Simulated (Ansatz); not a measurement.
Basis-set extrapolation for C₄H₆F₄, SMILES `FCC(F)CC(F)F` (PBE0-D4/def2-TZVP geometry, frozen core, the Gaussian-basis code of Ansatz). Multiplicity 1, RHF reference.

```tsv
	def2-TZVPP	def2-QZVPP
HF	-552.957599	-552.981655
MP2 correlation	-1.660288	-1.801136
CCSD(T) correlation	-1.753080	not run
```

Energies in hartree. Use E(X) = E(∞) + A·exp(−7.88·√X) for Hartree–Fock and E(X) = E(∞) + B·X^(−2.97) for correlation, with X = 3 and 4, and add CCSD(T) minus MP2 of the smaller set to the MP2 limit.

Task: What is the CCSD(T) energy at the basis-set limit?

Result: HF limit: -552.981655 + (-0.024056) × 0.13774 = -552.98497. MP2 limit: -1.801136 + (-0.140848) × 0.74074 = -1.90547. Higher-order term: -1.753080 − (-1.660288) = -0.09279. Total: -554.98323 hartree, 715.6 kJ/mol below CCSD(T)/def2-TZVPP.
